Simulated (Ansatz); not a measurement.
`C[O][Sn]([Cl])([Cl])[SeH]`, charge 0, multiplicity 1.

**Question.** Give a relaxed structure at PBE0-D4/def2-TZVP (Ansatz). (Best estimate.)

**Answer.** The calculation gave: 
```xyz
10

C     0.4914   -0.2158   -1.6530
O    -0.4867    0.0582   -0.6672
Sn   -0.0036    0.0751    1.2115
Cl    1.7141    1.5934    1.5169
Cl    0.9171   -1.9744    1.7589
Se   -2.0810    0.6213    2.4664
H    -0.0054   -0.1676   -2.6245
H     0.9229   -1.2160   -1.5351
H     1.3016    0.5216   -1.6425
H    -2.7705    0.7041    1.1686
```
Point group Cs.
This is one stationary point; other conformers may exist.
